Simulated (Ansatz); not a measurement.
The molecule ZnS, closed-shell singlet (the spin of the measured ground state). No spin–orbit coupling. Zn is treated without relativity.

| level | bond energy D_e (kcal/mol) |
|---|---|
| SVWN5/def2-TZVPP | 53.03 |
| PBE/def2-TZVPP | 38.24 |
| r2SCAN/def2-TZVPP | 37.18 |
| B97M-V/def2-TZVPP | 35.60 |
| B3LYP/def2-TZVPP | 28.50 |
| PBE0/def2-TZVPP | 33.55 |
| BHLYP/def2-TZVPP | 22.30 |
| CAM-B3LYP/def2-TZVPP | 26.80 |
| wB97X-V/def2-TZVPP | 32.40 |
| wB97M-V/def2-TZVPP | 32.59 |
| CCSD/def2-TZVPP | 23.78 |
| CCSD/def2-QZVPP | 28.41 |
| CCSD(T)/def2-TZVPP | 29.58 |
| CCSD(T)/def2-QZVPP | 34.48 |
| CCSD(T)/CBS(def2-TZVPP, def2-QZVPP) | 37.03 |

The rows run from 22.30 (BHLYP/def2-TZVPP) to 53.03 kcal/mol (SVWN5/def2-TZVPP). From def2-TZVPP to def2-QZVPP CCSD(T) changes by 4.90. The 10 functionals in def2-TZVPP without D3 or D4 span 30.73, from BHLYP to SVWN5.

D_e counts from the fitted minimum to each atom's lowest state at the same level, without counterpoise. The singlet is restricted.

Correlated levels freeze the inner cores; with def2 sets outer-core shells near the valence are correlated too. CBS: X⁻³ extrapolation of the correlation energy, Hartree–Fock from the larger set.

Doubts at one or more of the structures used: a restricted determinant that unrestricted orbitals would lower (CCSD/def2-TZVPP, CCSD/def2-QZVPP, CCSD(T)/def2-TZVPP, CCSD(T)/def2-QZVPP, CCSD(T)/CBS(def2-TZVPP, def2-QZVPP)).

Programs: Ansatz (a quantum-chemistry and plane-wave program) with Gaussian orbitals.
